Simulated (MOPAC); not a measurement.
Input for MOPAC: PM7 on CH6OSn (SMILES [CH3][SnH2][OH]), a point of a torsion scan.

```
PM7 1SCF PRECISE CHARGE=0 THREADS=1
CH6OSn

C     -1.42015506 1     0.34119827 1     0.07028002 1
Sn     0.54764913 1    -0.50181619 1    -0.04371899 1
O      1.51613738 1     0.89320527 1    -1.03129290 1
H     -2.06001381 1    -0.09913310 1    -0.68661258 1
H     -1.33696156 1     1.40681108 1    -0.10855772 1
H     -1.85925884 1     0.17105528 1     1.04675243 1
H      1.37058834 1    -0.71797463 1     1.41896302 1
H      0.72104491 1    -1.93821944 1    -0.92268304 1
H      2.43001246 1     0.72950153 1    -1.25086109 1
```

Output:

```
*******************************************************************************
 **                                                                           **
 **                              MOPAC v23.2.5                                **
 **                                                                           **
 *******************************************************************************
 ** MOPAC's Digital Object Identifier: https://doi.org/10.5281/zenodo.6511958 **
 **                                                                           **
 ** Please cite the open-source release paper for use of this MOPAC version:  **
 ** J. E. Moussa and J. J. P. Stewart (2026)                                  **
 ** MOPAC: An open-source semiempirical molecular orbital program             **
 ** J. Open Source Softw., 11(119), 8025, https://doi.org/10.21105/joss.08025 **
 *******************************************************************************

                              PM7 CALCULATION RESULTS

 *******************************************************************************
 *  PM7        - The PM7 Hamiltonian to be used
 *
 *
 *
 *                 CHARGE ON SYSTEM = 0
 *
 *
 *
 *  PRECISE    - TIGHTER CRITERIA TO BE USED
 *  1SCF       - DO 1 SCF AND THEN STOP
 *  THREADS=1  - MULTI-THREADING NOT USED
 *  T=         - A TIME OF 172800.0 SECONDS REQUESTED
 *  DUMP=N     - RESTART FILE WRITTEN EVERY 7200.0 SECONDS REQUESTED
 *******************************************************************************
PM7 1SCF PRECISE CHARGE=0 THREADS=1
 CH6OSn

   ATOM   CHEMICAL          X               Y               Z
  NUMBER   SYMBOL      (ANGSTROMS)     (ANGSTROMS)     (ANGSTROMS)

     1       C         -1.42015506  *   0.34119827  *   0.07028002  *
     2      Sn          0.54764913  *  -0.50181619  *  -0.04371899  *
     3       O          1.51613738  *   0.89320527  *  -1.03129290  *
     4       H         -2.06001381  *  -0.09913310  *  -0.68661258  *
     5       H         -1.33696156  *   1.40681108  *  -0.10855772  *
     6       H         -1.85925884  *   0.17105528  *   1.04675243  *
     7       H          1.37058834  *  -0.71797463  *   1.41896302  *
     8       H          0.72104491  *  -1.93821944  *  -0.92268304  *
     9       H          2.43001246  *   0.72950153  *  -1.25086109  *



          CARTESIAN COORDINATES

    NO.       ATOM           X           Y           Z

     1         C         -1.4202      0.3412      0.0703
     2        Sn          0.5476     -0.5018     -0.0437
     3         O          1.5161      0.8932     -1.0313
     4         H         -2.0600     -0.0991     -0.6866
     5         H         -1.3370      1.4068     -0.1086
     6         H         -1.8593      0.1711      1.0468
     7         H          1.3706     -0.7180      1.4190
     8         H          0.7210     -1.9382     -0.9227
     9         H          2.4300      0.7295     -1.2509

 General Reference for PM7:
 "Optimization of Parameters for Semiempirical Methods VI: More Modifications to the
 NDDO Approximations and Re-optimization of Parameters", J. J. P. Stewart, J. Mol. Mod., 1:32, 19 (2013)
 https://link.springer.com/article/10.1007/s00894-012-1667-x

           Empirical Formula: C H6 O Sn  =     9 atoms



      MOLECULAR POINT GROUP   :   C1


      RHF CALCULATION, NO. OF DOUBLY OCCUPIED LEVELS = 10



 ALL CONVERGERS ARE NOW FORCED ON
 SHIFT=10, PULAY ON, CAMP-KING ON
 AND ITERATION COUNTER RESET



 -------------------------------------------------------------------------------
 PM7 1SCF PRECISE CHARGE=0 THREADS=1
 CH6OSn



     1SCF WAS SPECIFIED, SO BFGS WAS NOT USED
     SCF FIELD WAS ACHIEVED


                              PM7 CALCULATION
                                                       MOPAC v23.2.5 Linux




          FINAL HEAT OF FORMATION =        -37.41830 KCAL/MOL =    -156.55816 KJ/MOL


          COSMO AREA              =        112.76 SQUARE ANGSTROMS
          COSMO VOLUME            =        101.47 CUBIC ANGSTROMS

          IONIZATION POTENTIAL    =         10.443164 EV
          HOMO LUMO ENERGIES (EV) =        -10.443  2.242
          NO. OF FILLED LEVELS    =         10
          MOLECULAR WEIGHT        =        152.7478         POINT GROUP:  C1

          MOLECULAR DIMENSIONS (Angstroms)

            Atom       Atom       Distance
            H     9    H     6     4.89783
            H     8    H     5     3.58292
            H     7    H     4     3.40718


          SCF CALCULATIONS        =          1





   ATOM   CHEMICAL          X               Y               Z
  NUMBER   SYMBOL      (ANGSTROMS)     (ANGSTROMS)     (ANGSTROMS)

     1       C         -1.42015506  *   0.34119827  *   0.07028002  *
     2      Sn          0.54764913  *  -0.50181619  *  -0.04371899  *
     3       O          1.51613738  *   0.89320527  *  -1.03129290  *
     4       H         -2.06001381  *  -0.09913310  *  -0.68661258  *
     5       H         -1.33696156  *   1.40681108  *  -0.10855772  *
     6       H         -1.85925884  *   0.17105528  *   1.04675243  *
     7       H          1.37058834  *  -0.71797463  *   1.41896302  *
     8       H          0.72104491  *  -1.93821944  *  -0.92268304  *
     9       H          2.43001246  *   0.72950153  *  -1.25086109  *

                             CARTESIAN COORDINATES

   1    C       -1.420155060     0.341198270     0.070280020
   2   Sn        0.547649130    -0.501816190    -0.043718990
   3    O        1.516137380     0.893205270    -1.031292900
   4    H       -2.060013810    -0.099133100    -0.686612580
   5    H       -1.336961560     1.406811080    -0.108557720
   6    H       -1.859258840     0.171055280     1.046752430
   7    H        1.370588340    -0.717974630     1.418963020
   8    H        0.721044910    -1.938219440    -0.922683040
   9    H        2.430012460     0.729501530    -1.250861090


           Empirical Formula: C H6 O Sn  =     9 atoms



      MOLECULAR POINT GROUP   :   C1


                  EIGENVALUES
 -26.17608 -23.38270 -15.51711 -14.01147 -13.51578 -12.88049 -12.19122 -11.53359
 -10.77155 -10.44316   2.24214   3.70056   5.04276   5.08392   6.48044   6.58584
   7.22921   8.03424


              NET ATOMIC CHARGES AND DIPOLE CONTRIBUTIONS

  ATOM NO.   TYPE          CHARGE      No. of ELECS.   s-Pop       p-Pop
    1          C          -0.807590        4.8076     1.05186     3.75573
    2         Sn           1.126242        2.8738     0.80869     2.06507
    3          O          -0.961970        6.9620     1.78427     5.17770
    4          H           0.153753        0.8462     0.84625
    5          H           0.170984        0.8290     0.82902
    6          H           0.150019        0.8500     0.84998
    7          H          -0.092780        1.0928     1.09278
    8          H          -0.093255        1.0933     1.09325
    9          H           0.354596        0.6454     0.64540
 DIPOLE           X         Y         Z       TOTAL
 POINT-CHG.     0.712    -4.529     2.065     5.028
 HYBRID        -0.151     1.579    -0.795     1.774
 SUM            0.561    -2.950     1.270     3.260


          ATOMIC ORBITAL ELECTRON POPULATIONS

     Atom    s        px        py        pz
    1  C   1.05186   1.33547   1.23567   1.18459
    2 Sn   0.80869   0.61594   0.67137   0.77776
    3  O   1.78427   1.46918   1.80703   1.90149
    4  H   0.84625
    5  H   0.82902
    6  H   0.84998
    7  H   1.09278
    8  H   1.09325
    9  H   0.64540

 **********************
 *                    *
 * JOB ENDED NORMALLY *
 *                    *
 **********************




 == MOPAC DONE ==
```

The run finished.

Cost: roughly 0.08 core-seconds.
